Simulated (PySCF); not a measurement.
Geometries of 2 isomers of C4H3BF2O, from PySCF 2.14.0, PBE0-D3(BJ)/def2-SVP geometry optimisation, gas phase. One conformer each, no zero-point energy, no frequencies.

Question: Which isomer lies lower at this level?
A.
```xyz
11
angstrom
F      2.789   -0.611    0.877
B      2.087    0.262    0.175
F      2.735    1.266   -0.382
C      0.570    0.097    0.026
C     -0.307   -0.852    0.499
C     -1.601   -0.482    0.045
C     -1.417    0.666   -0.678
O     -0.131    1.018   -0.696
H     -0.039   -1.714    1.108
H     -2.544   -0.992    0.225
H     -2.103    1.316   -1.216
```
B.
```xyz
11
angstrom
C      2.147   -0.188    0.508
C      0.889   -0.102    0.196
C     -0.396   -0.008   -0.114
C     -1.173   -1.245   -0.437
O     -0.719   -2.358   -0.456
B     -1.075    1.386   -0.111
F     -0.394    2.492    0.103
F     -2.373    1.504   -0.322
H      2.458   -0.322    1.549
H      2.922   -0.132   -0.263
H     -2.248   -1.053   -0.671
```

Answer: A. That is `B(F)(c1ccco1)F`, 37.0 kcal/mol below the other.

| SMILES | atoms numbered as above | E (Eh) | relative (kcal/mol) | relative (kJ/mol) | dipole (D) |
| --- | --- | --- | --- | --- | --- |
| FB(F)c1ccco1 | [F:1][B:2]([F:3])[c:4]1[cH:5][cH:6][cH:7][o:8]1 | -453.28987 | 0.0 | 0.0 | 2.73 |
| C=C=C(C=O)B(F)F | [CH2:1]=[C:2]=[C:3]([CH:4]=[O:5])[B:6]([F:7])[F:8] | -453.23091 | 37.0 | 154.8 | 2.01 |

As drawn, the lower has an aromatic ring, which the higher lacks; the higher has a C=O bond, cumulated double bonds and a C=C bond outside aromatic rings, which the lower lacks.
